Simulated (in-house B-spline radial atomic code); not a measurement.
Configurations of Cd II (Cd+), with energies counted from [Kr] 4d10 5s1. Method: Dirac-Hartree-Fock, average of configuration, Fermi nucleus of rms radius 4.6087 fm. Calculated with an all-electron radial atomic-structure program (B-spline basis). Energies include first-order Breit, QED and recoil terms.

Occupations are held fixed; configurations that lie above the ionisation limit could autoionise.

```tsv
configuration	E - E(ref) (eV)	highest orbital	its <r> (bohr)
[Kr] 4d10 8p1	13.646	8p3/2	21.19
[Kr] 4d9 5s1 5p1	13.949	5p3/2	3.331
[Kr] 4d10 9p1	14.198	9p3/2	30.01
[Kr] 4d10 9f1	14.868	9f5/2	57.46
[Kr] 4d10 9g1	14.871	9g7/2	55.75
[Ar] 3d10 4s2 4p5 4d10 5s1 9f1	88.945	9f5/2	57.19
[Ar] 3d9 4s2 4p6 4d10 5s1 7p1	420.54	7p3/2	13.4
[Ar] 3d9 4s2 4p6 4d10 5s1 8p1	421.57	8p3/2	20.62
[Ar] 3d9 4s2 4p6 4d10 5s1 9p1	422.14	9p3/2	29.33
```

**Question.** Order these further configurations by energy, lowest first.
A. [Ar] 3d9 4s2 4p6 4d10 5s1 8g1
B. [Ar] 3d9 4s2 4p6 4d10 5s2
C. [Kr] 4d9 5s1 9f1
D. [Kr] 4d10 7s1
E. [Kr] 4d10 7g1

**Answer.** D (12.048 eV), E (14.432 eV), C (25.007 eV), B (406.76 eV), A (422.67 eV).

**Question.** How far above the reference does [Kr] 4d9 5s1 8p1 lie?

**Answer.** 23.742 eV; its least bound orbital is 8p3/2 with <r> = 20.71 bohr.

**Question.** How far above the reference does [Kr] 4d10 8g1 lie?

**Answer.** 14.692 eV; its least bound orbital is 8g7/2 with <r> = 43 bohr.

**Question.** How far above the reference does [Ar] 3d10 4s2 4p5 4d10 4f1 5s1 lie?

**Answer.** 86.193 eV; its least bound orbital is 4f5/2 with <r> = 8.829 bohr.
